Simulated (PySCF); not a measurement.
Ge(Cl)2(OH)2 (Cl₂GeH₂O₂), SMILES [OH][Ge]([OH])([Cl])[Cl]. Atoms are numbered in the order given.

```xyz
7

O     -0.1089     1.4640    -1.2309
Ge     0.0000     0.0000    -0.2659
O      0.1089    -1.4640    -1.2309
Cl    -1.7691    -0.0016     0.9272
Cl     1.7691     0.0016     0.9272
H      0.7340     1.6716    -1.6608
H     -0.7340    -1.6716    -1.6608
```

Coordinates come from a r2SCAN-D4/def2-SVP optimisation. The values are those of a single conformer.

Computed with PBE/def2-TZVP in PySCF.

Symmetry labels are those of the subgroup C2 that the program uses (full group C2).

### Question
List the valence orbital energies around the gap with their symmetry. (Estimate from the structure and the level; the computed values follow.)

### Answer

| orbital | symmetry | energy (eV) |
|---|---|---|
| HOMO−7 | A | -9.94 |
| HOMO−6 | B | -9.20 |
| HOMO−5 | A | -8.50 |
| HOMO−4 | A | -8.35 |
| HOMO−3 | B | -8.34 |
| HOMO−2 | A | -8.07 |
| HOMO−1 | B | -8.03 |
| HOMO | B | -7.75 |
| LUMO | A | -2.25 |
| LUMO+1 | A | -0.34 |
| LUMO+2 | B | -0.02 |
| LUMO+3 | B | 0.43 |
